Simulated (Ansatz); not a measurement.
Stepwise reaction of `[NH]=[W](=[NH])([NH2])[NH2]` with water, as a gas-phase model of exchange steps in deposition or etching. ΔE in kJ/mol; ΔG adds harmonic PBE0-D4 terms to CCSD(T)/CBS, at 1 bar.

Program: Ansatz. Geometries: PBE0-D4/def2-TZVP. ΔE: electronic, gas phase. CCSD(T)/CBS is the MP2 limit (def2-TZVPP, def2-QZVPP) plus CCSD(T) − MP2 in def2-TZVPP, frozen cores. This one scheme is used for every species. Functionals use def2-TZVPP. B3LYP here is the variant with VWN-RPA as its local correlation; programs differ in this. def2 core potentials past Kr. For W outer-core shells are correlated without core-valence functions, which leaves a few kJ/mol of doubt a bond. Each species was taken in one conformer, which may not be the lowest.

```
step                                                                  reaction  PBE-D4  B3LYP-D4  ωB97M-V  CCSD(T)/CBS  ΔG(600 K)
   1  `[NH]=[W](=[NH])([NH2])[NH2]` + H₂O → `[NH]=[W](=[NH])([NH2])[OH]` + NH₃   -32.2     -32.2    -31.9        -25.6      -24.9
```

(1) Give the row of step 2, `[NH]=[W](=[NH])([NH2])[OH]` + H₂O → `[NH]=[W](=[NH])([OH])[OH]` + NH₃. (Estimate.)

(2) By hand: ΔE of the 2 steps together at CCSD(T)/CBS.

## Answers

(1) Ansatz gave: 
```json
{"step": "2", "reaction": "`[NH]=[W](=[NH])([NH2])[OH]` + H₂O → `[NH]=[W](=[NH])([OH])[OH]` + NH₃", "PBE-D4": "-28.0", "B3LYP-D4": "-28.2", "ωB97M-V": "-27.9", "CCSD(T)/CBS": "-21.3", "ΔG(600 K)": "-15.2"}
```

(2) (-25.6) + (-21.3) = -46.9 kJ/mol, or -23.5 kJ/mol a step.

In ΔE the steps differ by no more than 4.3 kJ/mol. All are downhill at CCSD(T)/CBS. ΔG lies between -24.9 and -15.2 kJ/mol a step. PBE-D4 differs from CCSD(T)/CBS by -6.7 to -6.6 kJ/mol a step. Isolated molecules leave out the surface, adducts and barriers. Largest T1 diagnostic: 0.020.
